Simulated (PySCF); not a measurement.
AlF2H4NO2Si.

```xyz
11

Si    -0.2190    -1.4950     0.0000
F      0.1856    -2.4112     1.2751
F      0.1856    -2.4112    -1.2751
N      0.6515    -0.0269     0.0000
Al     0.0258     1.6529     0.0000
O      1.0318     3.0167     0.0000
O     -1.6595     1.8215     0.0000
H     -1.6700    -1.2631     0.0000
H      1.6652    -0.1424     0.0000
H      1.9893     3.0754     0.0000
H     -2.1336     2.6569     0.0000
```
Charge 0, spin multiplicity 1.

Geometry: B3LYP-D3(BJ)/def2-SVP. The structure was generated by enumeration; whether it is a known compound was not checked. One conformer was computed; it need not be the lowest.

These are PBE/pcSseg-1 (PySCF) values and carry that method's errors. Non-relativistic, no solvent.

Computed absolute GIAO shielding of each atom: isotropic value and principal components (ppm):
| atom | σ(iso) | σ11 | σ22 | σ33 | span |
|---|---|---|---|---|---|
| Si1 | 371.2 | 341.8 | 366.2 | 405.6 | 63.8 |
| F2 | 295.9 | 229.3 | 285.9 | 372.6 | 143.3 |
| F3 | 295.9 | 229.3 | 285.9 | 372.6 | 143.3 |
| N4 | 223.4 | 198.0 | 209.2 | 263.1 | 65.1 |
| Al5 | 443.9 | 386.4 | 465.7 | 479.5 | 93.1 |
| O6 | 315.3 | 292.6 | 296.7 | 356.6 | 64.0 |
| O7 | 322.3 | 303.0 | 305.6 | 358.1 | 55.1 |
| H8 | 26.4 | 21.9 | 25.4 | 31.9 | 10.0 |
| H9 | 30.7 | 23.6 | 28.2 | 40.3 | 16.8 |
| H10 | 29.8 | 21.8 | 23.8 | 43.7 | 22.0 |
| H11 | 30.0 | 21.8 | 23.6 | 44.5 | 22.7 |
